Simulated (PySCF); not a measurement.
**Ionisation energy of Se⁺ by level of theory**

Se⁺ [Ar] 3d10 4s2 4p3 (4S) → Se²⁺ [Ar] 3d10 4s2 4p2 (3P), as a difference of total energies. All numbers are calculated (PySCF 2.14, the spin-free X2C one-electron Hamiltonian (Gaussian nucleus), in jorge-DZP-DKH (8s6p2d1f, 43 functions)). Correlated levels: valence: [Ar] 3d10 frozen. The calculations carry no spin-orbit coupling.

```
           method  ionisation energy (eV)
              UHF                  20.921
             BP86                  21.397
             PBE0                  21.393
    MP2 (valence)                  20.917
SCS-MP2 (valence)                  20.851
   CCSD (valence)                  20.831
CCSD(T) (valence)                  20.832
```

Question: How much does correlation contribute at CCSD(T) (valence)?

Answer: 20.832 − (20.921) = -0.089 eV, measured against UHF.

The reference lies between the lowest fine-structure levels, while these numbers refer to the centres of the terms.

Errors of the correlated levels include the incompleteness of this basis and the frozen core.

For comparison: 21.196 ± 0.01 eV (measured; NIST Atomic Spectra Database, ionization energies).
